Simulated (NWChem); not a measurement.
Program: NWChem. System: disulfane (H₂S₂), charge 0, spin multiplicity 1, at a geometry optimised with PBE0/def2-SVP. Level: B3LYP/def2-SVP, VWN1-RPA local correlation.

NWChem printed:

```
             Northwest Computational Chemistry Package (NWChem) 7.3.0
             --------------------------------------------------------

                                NWChem Input Module
                                -------------------

 Scaling coordinates for geometry "geometry" by  1.889725989
 (inverse scale =  0.529177249)

                             Geometry "geometry" -> ""
                             -------------------------

 Output coordinates in angstroms (scale by  1.889725989 to convert to a.u.)

  No.       Tag          Charge          X              Y              Z
 ---- ---------------- ---------- -------------- -------------- --------------
    1 S                   16.0000     0.91548500     0.48550800     0.05529800
    2 S                   16.0000    -0.91548500    -0.48550800     0.05529800
    3 H                    1.0000     1.53661900    -0.26802900    -0.88476700
    4 H                    1.0000    -1.53661900     0.26802900    -0.88476700

 Effective nuclear repulsion energy (a.u.)      84.4531529072

            Nuclear Dipole moment (a.u.)
            ----------------------------
        X                 Y               Z
 ---------------- ---------------- ----------------
     0.0000000000     0.0000000000     0.0000037795


 Summary of "ao basis" -> "" (spherical)
 ------------------------------------------------------------------------------
       Tag                 Description            Shells   Functions and Types
 ---------------- ------------------------------  ------  ---------------------
 *                          def2-svp                  on all atoms

                                 NWChem DFT Module
                                 -----------------

 Summary of "ao basis" -> "ao basis" (spherical)
 ------------------------------------------------------------------------------
       Tag                 Description            Shells   Functions and Types
 ---------------- ------------------------------  ------  ---------------------
 S                          def2-svp                 8       18   4s3p1d
 H                          def2-svp                 3        5   2s1p

 Summary of "ao basis" -> "ao basis" (spherical)
 ------------------------------------------------------------------------------
       Tag                 Description            Shells   Functions and Types
 ---------------- ------------------------------  ------  ---------------------
[...]
    12      0.172979  1 S  py                30     -0.172974  2 S  py

 Vector   16  Occ=2.000000D+00  E=-2.603315D-01
              MO Center= -9.0D-03, -5.0D-03, -7.2D-02, r^2= 2.6D+00
   Bfn.  Coefficient  Atom+Function         Bfn.  Coefficient  Atom+Function
  ----- ------------  ---------------      ----- ------------  ---------------
    30     -0.368686  2 S  py                12      0.365454  1 S  py
    27     -0.276909  2 S  py                 9      0.274924  1 S  py
    31     -0.266331  2 S  pz                13     -0.261210  1 S  pz
    28     -0.165081  2 S  pz                10     -0.161209  1 S  pz
    24     -0.155357  2 S  py                 6      0.154219  1 S  py

 Vector   17  Occ=2.000000D+00  E=-2.602550D-01
              MO Center=  9.0D-03,  5.0D-03,  9.5D-02, r^2= 2.6D+00
   Bfn.  Coefficient  Atom+Function         Bfn.  Coefficient  Atom+Function
  ----- ------------  ---------------      ----- ------------  ---------------
    13      0.372545  1 S  pz                31     -0.368900  2 S  pz
    10      0.281394  1 S  pz                28     -0.279139  2 S  pz
    12     -0.236632  1 S  py                30     -0.231563  2 S  py
     7      0.157562  1 S  pz                25     -0.156270  2 S  pz
    11      0.147229  1 S  px                 9     -0.145670  1 S  py

 Vector   18  Occ=0.000000D+00  E=-3.122905D-02
              MO Center=  1.5D-06,  2.2D-07,  1.9D-02, r^2= 3.0D+00
   Bfn.  Coefficient  Atom+Function         Bfn.  Coefficient  Atom+Function
  ----- ------------  ---------------      ----- ------------  ---------------
    11      0.707806  1 S  px                29      0.707807  2 S  px
     4     -0.408591  1 S  s                 22      0.408589  2 S  s
    12      0.395806  1 S  py                30      0.395804  2 S  py
     8      0.295911  1 S  px                26      0.295910  2 S  px
     3     -0.247270  1 S  s                 21      0.247270  2 S  s

 Vector   19  Occ=0.000000D+00  E= 2.427877D-02
              MO Center= -1.4D-04,  1.2D-05, -6.6D-01, r^2= 4.5D+00
   Bfn.  Coefficient  Atom+Function         Bfn.  Coefficient  Atom+Function
  ----- ------------  ---------------      ----- ------------  ---------------
    38      0.938251  3 H  s                 43      0.938350  4 H  s
     4     -0.465024  1 S  s                 22     -0.465085  2 S  s
    13      0.398569  1 S  pz                31      0.398622  2 S  pz
    12      0.379381  1 S  py                30     -0.379417  2 S  py
    11     -0.346030  1 S  px                29      0.346055  2 S  px

 Vector   20  Occ=0.000000D+00  E= 3.166224D-02
              MO Center=  1.4D-04, -1.2D-05, -6.6D-01, r^2= 4.4D+00
   Bfn.  Coefficient  Atom+Function         Bfn.  Coefficient  Atom+Function
  ----- ------------  ---------------      ----- ------------  ---------------
    38      0.960389  3 H  s                 43     -0.960290  4 H  s
     4     -0.601190  1 S  s                 22      0.601141  2 S  s
    13      0.519231  1 S  pz                31     -0.519189  2 S  pz
    12      0.341872  1 S  py                30      0.341833  2 S  py
    11     -0.270010  1 S  px                29     -0.269973  2 S  px

 center of mass
 --------------
 x =   0.00000000 y =   0.00000000 z =   0.05021148

 moments of inertia (a.u.)
 ------------------
          60.509650779444         -98.530763009352           0.000000000000
         -98.530763009352         214.544512316462           0.000000000000
           0.000000000000           0.000000000000         262.720841849106

     Multipole analysis of the density
     ---------------------------------

     L   x y z        total         alpha         beta         nuclear
     -   - - -        -----         -----         ----         -------
     0   0 0 0     -0.000000    -17.000000    -17.000000     34.000000

     1   1 0 0      0.000013      0.000007      0.000007      0.000000
     1   0 1 0      0.000008      0.000004      0.000004      0.000000
     1   0 0 1     -0.536114     -0.268059     -0.268059      0.000004

     2   2 0 0    -17.979164    -65.308846    -65.308846    112.638528
     2   1 1 0     -0.780542    -24.315496    -24.315496     47.850449
     2   1 0 1      0.000004      0.000002      0.000002      0.000000
     2   0 2 0    -20.871685    -24.160613    -24.160613     27.449542
     2   0 1 1     -0.000001     -0.000000     -0.000000      0.000000
     2   0 0 2    -19.791065    -12.865724    -12.865724      5.940384

 Task  times  cpu:        1.4s     wall:        1.4s

 Total times  cpu:        1.5s     wall:        1.5s
```

**Question.** Write an NWChem input that would produce this output.

**Answer.** One answer among several that fit: 
```
start mol
memory heap 200 mb stack 800 mb global 1000 mb
geometry units angstroms nocenter noautoz noautosym
  S      0.915485     0.485508     0.055298
  S     -0.915485    -0.485508     0.055298
  H      1.536619    -0.268029    -0.884767
  H     -1.536619     0.268029    -0.884767
end
basis spherical
  * library def2-svp
end
dft
  xc b3lyp
  semidirect memsize 60000000 filesize 0
  iterations 100
end
task dft energy
```
